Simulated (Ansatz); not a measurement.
Basis sets compared for the cluster Si5Se5 (the lowest singlet isomer of a short search). Charge 0, multiplicity 1. Geometry PBE-D4/def2-SVP. Ansatz on 6 threads of Intel Xeon on a shared host; times are rough, and most runs start from earlier orbitals.

Cartesian coordinates in Å:
```
Si 0.768 0.329 -2.271
Si -0.383 -2.253 -0.797
Si -1.648 1.406 1.175
Si 1.655 1.624 0.391
Si 0.404 -1.181 1.993
Se -0.432 2.040 -0.863
Se 1.738 -0.883 -0.189
Se -0.803 -1.288 -2.883
Se 0.503 1.235 2.555
Se -1.801 -1.030 0.890
```

The structure comes from a short search, and lower isomers may exist.

Binding counts from free atoms (Si triplet, Se triplet) in the same basis, without a counterpoise term.

```json
{"level": "PBE-D4/def2-SVP", "functions": "250", "energy (Eh)": "-13451.0795", "HOMO (eV)": "-5.29", "LUMO (eV)": "-3.49", "binding per atom (eV)": "3.56", "wall time": "7.5 s"}
{"level": "PBE0-D4/def2-SVP", "functions": "250", "energy (Eh)": "-13451.5581", "HOMO (eV)": "-6.14", "LUMO (eV)": "-2.87", "binding per atom (eV)": "3.38", "wall time": "23 s"}
```

Q: Estimate the rows for PBE-D4/def2-TZVP (with forces), PBE0-D4/def2-TZVP.

A: 
```csv
level,functions,energy (Eh),HOMO (eV),LUMO (eV),binding per atom (eV),wall time
PBE-D4/def2-TZVP (with forces),425,-13453.0541,-5.20,-3.43,3.58,22 s
PBE0-D4/def2-TZVP,425,-13453.5315,-6.01,-2.77,3.43,74 s
```
